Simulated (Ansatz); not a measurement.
Species: BSiH3F, charge 0, doublet. BSiH3F (SMILES [SiH3][B]F, doublet).
B3LYP-D3(BJ)/def2-TZVP minimum from Ansatz (an electronic-structure program):
```
Si
H 1 1.4822
H 1 1.4822 2 108.82
H 1 1.4877 2 109.21 3 -119.14
B 1 2.0324 2 106.27 3 114.06
F 5 1.3043 1 129.21 2 122.10
```
Charge 0, spin multiplicity 2.

Atomisation energy term by term, kcal/mol (programs: Ansatz). UHF or UKS for unpaired electrons; spin-orbit terms are left out. Correlated methods leave the cores frozen. Rows without X2C or -DK are non-relativistic. CBS(X,Y): correlation extrapolated as X^-3, Hartree-Fock from the larger set. A bracket is a step between two methods taken in the basis named. 'core' is core correlation in cc-pwCVTZ (1s frozen past Ne), 'X2C' scalar relativity in cc-pVTZ-DK, both at CCSD(T). Where a partner has so few electrons that a lower coupled-cluster level is exact, that level stands in.

| term | basis | kcal/mol |
|---|---|---|
| Hartree-Fock | cc-pV(Q+d)Z | 345.97 |
| CCSD correlation | CBS(cc-pV(T+d)Z,cc-pV(Q+d)Z) | 91.27 |
| (T) | CBS(cc-pV(T+d)Z,cc-pV(Q+d)Z) | 5.61 |
| CCSDT(Q) - CCSD(T) | cc-pV(D+d)Z | 0.49 |
| core correlation | cc-pwCVTZ | 0.82 |
| scalar relativity | X2C, cc-pVTZ-DK | -0.88 |
| sum: De |  | 443.3 |
